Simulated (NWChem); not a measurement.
Species: C$_{3}$H$_{5}$NO; SMILES C1=NCCO1

```xyz
10

C      1.1374     0.1603     0.0000
N      0.4120     1.1955     0.0000
C     -0.9653     0.7170     0.0000
C     -0.8501    -0.8231     0.0000
O      0.5638    -1.0565     0.0000
H      2.2317     0.1494     0.0000
H     -1.4972     1.1044     0.8842
H     -1.4972     1.1044    -0.8842
H     -1.2823    -1.3000    -0.8929
H     -1.2823    -1.3000     0.8929
```
Atoms are numbered in this order, from 1.

Results from NWChem. Coordinates come from a PBE0/def2-SVP optimisation. Total energies compare along this basis series because the functional is fixed.

```
level             basis functions  energy (Ha)  highest occupied level (eV)  orbital gap (eV)  dipole (D)
----------------  ---------------  -----------  ---------------------------  ----------------  ----------
PBE0/pcseg-1                   95    -246.9472                        -7.27              7.80        1.85
PBE0/aug-pcseg-1              160    -246.9651                        -7.27              7.16        1.76
PBE0/pcseg-2                  220    -247.0916                        -7.26              7.61        1.75
PBE0/STO-3G                    30    -243.8585                        -4.57              8.23        1.74
PBE0/def2-SVP                  95    -246.8155                        -7.14              7.83        1.74
```
